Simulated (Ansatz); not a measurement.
`CS[C@H]1O[Si@@H]1Cl`, charge 0, multiplicity 1.

Q: Give a relaxed structure at PBE0-D4/def2-TZVP (Ansatz 0.2.0). (An estimate is asked.)

A: Ansatz gave: 
```xyz
11

C     0.951   -1.963    0.084
S     1.348   -0.232   -0.219
C    -0.262    0.431   -0.424
O    -1.091    0.594    0.825
Si   -0.719    2.061    0.196
Cl   -2.216    3.142   -0.642
H     1.897   -2.486    0.229
H     0.432   -2.397   -0.772
H     0.345   -2.063    0.984
H    -0.856   -0.046   -1.202
H     0.173    2.960    0.941
```
This is one stationary point; other conformers may exist.
